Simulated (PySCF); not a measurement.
Si(H)(I)2(Me) (CH4I2Si), SMILES C[SiH](I)I. Coordinates come from a PBE-D3(BJ)/def2-SVP optimisation. The def2 effective core potentials stand for the cores of I; spin–orbit coupling is left out.

Computed equilibrium geometry at PBE-D3(BJ)/def2-SVP (PySCF confirms it by a frequency run) as a Z-matrix, and its point group:
point group Cs.
```
Si
H 1 1.4993
C 1 1.8763 2 113.00
H 3 1.1073 1 110.37 2 180.00
H 3 1.1090 4 108.92 1 -120.48
H 3 1.1090 4 108.92 5 -119.05
I 1 2.4705 2 106.97 3 -120.63
I 1 2.4705 2 106.97 3 120.63
```
